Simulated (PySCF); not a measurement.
Here is a job for PySCF.
```python
from pyscf import gto, scf, ci

mol = gto.M(
    atom='''
Si    1.844323    0.778602   -0.041103
Si    0.163799   -0.812020   -0.094237
Si   -1.998095   -0.016290    0.129572
H     3.198796    0.232124   -0.151941
H     1.703769    1.747952   -1.131539
H     1.815066    1.551127    1.204275
H     0.419338   -1.825222    0.945023
H     0.269591   -1.590086   -1.341379
H    -2.322061    0.962262   -0.912589
H    -2.190940    0.667155    1.411818
H    -3.033939   -1.049390    0.057095
''',
    basis='def2-svp',
    charge=0,
    spin=0,
    verbose=4,
    max_memory=1800,
)

mf = scf.RHF(mol)
mf.kernel()

myci = ci.CISD(mf, frozen=15)
myci.kernel()
print('E(CISD) = %.10f' % myci.e_tot)
```

### Question
What does this run give for the SCF-reference HOMO-LUMO gap, number of basis functions, SCF-reference dipole moment, SCF-reference Mulliken (on the basis functions themselves) charges in atom order, SCF-reference HOMO energy, total energy?

### Answer

```yaml
SCF-reference HOMO-LUMO gap: 13.98 eV
number_of_basis_functions: 94
SCF-reference dipole moment: 0.15 D
SCF-reference Mulliken (on the basis functions themselves) charges in atom order: Si1 0.42, Si2 0.13, Si3 0.42, H4 -0.12, H5 -0.13, H6 -0.13, H7 -0.11, H8 -0.11, H9 -0.13, H10 -0.13, H11 -0.12
SCF-reference HOMO energy: -10.99 eV
total_energy: -23714.4717 eV
```
